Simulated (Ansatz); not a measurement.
Born–Oppenheimer molecular dynamics of BClF2 (4 atoms, charge 0, multiplicity 1). It goes on from the last frame of an earlier run, with new velocities.

These are results of Ansatz 0.2.0, RKS BLYP/def2-SVP, not measurements.

```json
{
  "ensemble": "NVE (velocity Verlet)",
  "time step": "1 fs",
  "steps asked": "100",
  "starting velocities drawn for": "700 K",
  "seed": "528407"
}
```

First frame:

```xyz
4
Properties=species:S:1:pos:R:3
F -0.198 -1.306 -0.470
B -0.090 -0.010 -0.142
F -0.992 0.883 -0.472
Cl 1.245 0.478 0.894
```

(1) How far do the bonds stretch over the last three quarters of this one trajectory? (Pairs bonded in most of those frames.)

Results:

(1) 
| bond | mean (Å) | spread (Å) | shortest | longest |
| --- | --- | --- | --- | --- |
| F1–B2 | 1.333 | 0.026 | 1.29 | 1.38 |
| B2–F3 | 1.335 | 0.042 | 1.27 | 1.39 |
| B2–Cl4 | 1.766 | 0.044 | 1.68 | 1.84 |

Mean temperature of the second half: 442 K. The conserved energy stayed within 0.43 meV per atom of its start (net change 0.14 meV per atom), so the integration is sound. A run of 0.1 ps of so small a system gives no equilibrium averages.

The run took 4.3 min on 1 thread of AMD EPYC (Zen 3), on a shared host, peak memory 0.1 GiB.
